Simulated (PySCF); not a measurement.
These are PBE-D3(BJ)/def2-TZVP // PBE0-D4/def2-SVP in PySCF values and carry that method's errors. All species are isolated molecules in the gas phase. One relaxed conformer stands for a flexible species; it need not be the lowest. Delta-SCF ions had no search for a lower state. Excitations are Tamm–Dancoff values on a coarser integration grid. The basis has no diffuse functions, so Rydberg states are missing or too high.

Reference species (SMILES): `Bc1cc(S)cs1` (neutral, multiplicity 1).

```json
{
 "brightest of the four lowest singlets (TDA)": "4.83 eV",
 "HOMO–LUMO gap": "2.77 eV",
 "HOMO": "-5.84 eV",
 "vertical ionisation energy (Delta-SCF)": "8.54 eV"
}
```

Changed species: `Bc1sccc1S`.

**Question.** Give the shifts of the brightest of the four lowest singlets (TDA), HOMO–LUMO gap, HOMO and vertical ionisation energy (Delta-SCF).

**Answer.** the brightest of the four lowest singlets (TDA) falls by 0.15 eV, to 4.68 eV; the HOMO–LUMO gap falls by 0.09 eV, to 2.68 eV; the HOMO goes up by 0.27 eV, to -5.57 eV; the vertical ionisation energy (Delta-SCF) falls by 0.32 eV, to 8.22 eV.
